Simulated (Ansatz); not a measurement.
Reactions of `C=C(C)OC`.

Isolated molecules relaxed with PBE0-D4/def2-TZVP in Ansatz; ΔE leaves out vibrations. CCSD(T)/CBS adds triple-zeta CCSD(T) − MP2 to the extrapolated MP2 energy (def2 sets, frozen cores). This one scheme is used for every species. DFT in def2-TZVPP. B3LYP here is the variant with VWN-RPA as its local correlation; programs differ in this. Elements past krypton have def2 core potentials. For Sn outer-core shells are correlated without core-valence functions, which leaves a few kJ/mol of doubt a bond. Each species was taken in one conformer, which may not be the lowest.

```
                                                                  reaction  PBE-D4 (kcal/mol)  B3LYP-D4 (kcal/mol)  B2PLYP (kcal/mol)  ωB97M-V (kcal/mol)  CCSD(T)/CBS(def2) (kcal/mol)
                                                     `C=C(C)OC` → `CCCC=O`              -13.1                -12.6              -13.5               -13.6                         -13.6
                                 `C=C(C)OC` + `FCCl` → `CC(F)Cl` + `C=COC`               -0.7                 -0.7               -0.9                -1.0                          -1.0
               `C=C(C)OC` + `[CH3][AlH][OH]` → `C[CH2][AlH][OH]` + `C=COC`                9.4                  9.5                9.7                 9.9                           9.6
                   `C=C(C)OC` + `C=CN[SiH3]` → `C=CN(C)[SiH3]` + `C=C(C)O`               -4.3                 -3.6               -3.3                -4.0                          -4.4
`C=C(C)OC` + `[F][Sn]([F])([F])[SH]` → `C[S][Sn]([F])([F])[F]` + `C=C(C)O`               -8.1                 -7.1               -6.8                -7.0                          -7.6
                                       `C=C(C)OC` + H₂O → `C=C(O)OC` + CH₄                1.1                  1.3                1.7                 1.5                           4.4
```

Largest T1 diagnostic: 0.015, for `[F][Sn]([F])([F])[SH]`.
